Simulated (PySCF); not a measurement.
**Rb⁻ (rubidium, charge -1) across methods**

[Kr] 5s2, closed-shell 1S. Computed with PySCF 2.14 in aug-cc-pwCVTZ-X2C with one added diffuse shell each of s, p, d, f type (11s10p8d4f, 109 functions), with the spin-free X2C one-electron Hamiltonian (Gaussian nucleus).

```
 method  E (hartree)  mean ε 4s (eV)  mean ε 4p (eV)  mean ε 5s (eV)  Σ⟨r²⟩ (bohr²)   ⟨S²⟩
wB97M-V     -2980.80         -33.736         -16.363          -0.451          147.7  0.000
    LDA     -2977.02         -28.177         -12.262           0.642          151.9  0.000
    UHF  -2979.14851         -39.497         -18.873          -0.263          185.0  0.000
    PBE     -2980.66         -28.225         -12.314           0.664          158.4  0.000
 r2SCAN     -2981.02         -29.535         -13.058           0.630          156.4  0.000
   MN15     -2982.88         -31.693         -15.072          -0.168          166.3  0.000
  TPSSh     -2980.93         -29.997         -13.410           0.507          158.1  0.000
   PBE0     -2980.73         -31.231         -14.115           0.346          152.6  0.000
```

The highest occupied level is positive at LDA, PBE, r2SCAN, TPSSh, PBE0: only the finite basis holds that electron, which in a density functional comes from self-interaction.
